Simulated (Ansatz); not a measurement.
Basis sets compared for B₆N₆H₁₈, a cluster cut from wurtzite BN (hydrogen-capped). Total charge 0; singlet. Geometry r2SCAN-D4/def2-SVP. Ansatz on 2 threads of AMD EPYC 7R13 on a shared host and a share (18 GiB) of an NVIDIA H100 80GB HBM3; times are rough, and most runs start from earlier orbitals.

Cartesian coordinates in Å:
```
N -0.8442 -0.1088 -1.7861
B 0.5171 0.6618 -1.5149
B -1.2090 1.5914 0.2252
N 0.3025 1.5820 -0.2771
N 1.5731 -0.4528 -1.1115
B 1.2910 1.2356 0.9228
B -1.3739 -0.9149 -0.5252
N -1.4918 0.0861 0.6620
N -0.2321 -1.9579 -0.1665
B 1.1582 -1.2751 0.1815
B -0.5761 -0.3210 1.9000
N 0.9108 -0.2558 1.3325
H -1.5423 0.6325 -1.9391
H -0.8229 -0.6699 -2.6393
H 0.8822 1.2470 -2.5248
H -1.9644 1.9096 -0.7112
H -1.3546 2.3541 1.1619
H 0.5137 2.5436 -0.5438
H 1.8433 -1.0496 -1.8950
H 2.4166 0.0688 -0.8347
H 2.4697 1.2782 0.5259
H 1.1319 2.0001 1.8558
H -2.4121 -1.4997 -0.8005
H -2.4511 0.0716 1.0081
H -0.1476 -2.7096 -0.8528
H -0.5398 -2.3960 0.7130
H 1.9992 -2.1273 0.4308
H -0.7248 0.4520 2.8277
H -0.8417 -1.4825 2.2591
H 1.5190 -0.4933 2.1162
```

B3LYP takes the VWN-RPA correlation. Single mean-field runs in def2-TZVP are fitted with def2-universal-jkfit.

Binding counts from free atoms (N quartet, B doublet, H doublet) in the same basis, without a counterpoise term.

```csv
level,functions,energy (Eh),HOMO (eV),LUMO (eV),binding per atom (eV),wall time
HF/STO-3G,78,-479.7601,-8.33,13.71,3.77,13 s
HF/6-31G,144,-485.4368,-9.98,4.42,2.76,13 s
PBE-D4/def2-SVP,258,-487.8521,-5.56,-0.46,4.16,14 s
B3LYP-D4/6-31G,144,-488.7798,-6.55,0.65,3.96,12 s
PBE0-D4/def2-SVP,258,-487.9408,-6.88,0.45,4.11,13 s
```

(1) Estimate the rows for HF/def2-TZVP, PBE-D4/def2-TZVP, B3LYP-D4/def2-TZVP, PBE0-D4/def2-TZVP (with forces).

Answers

(1) 
| level | functions | energy (Eh) | HOMO (eV) | LUMO (eV) | binding per atom (eV) | wall time |
| --- | --- | --- | --- | --- | --- | --- |
| HF/def2-TZVP | 480 | -485.8022 | -10.19 | 2.01 | 2.90 | 8 s |
| PBE-D4/def2-TZVP | 480 | -488.3722 | -5.73 | -1.11 | 4.11 | 9.5 s |
| B3LYP-D4/def2-TZVP | 480 | -489.0981 | -6.84 | -0.65 | 4.04 | 10 s |
| PBE0-D4/def2-TZVP (with forces) | 480 | -488.4514 | -7.00 | -0.33 | 4.05 | 6.5 s |
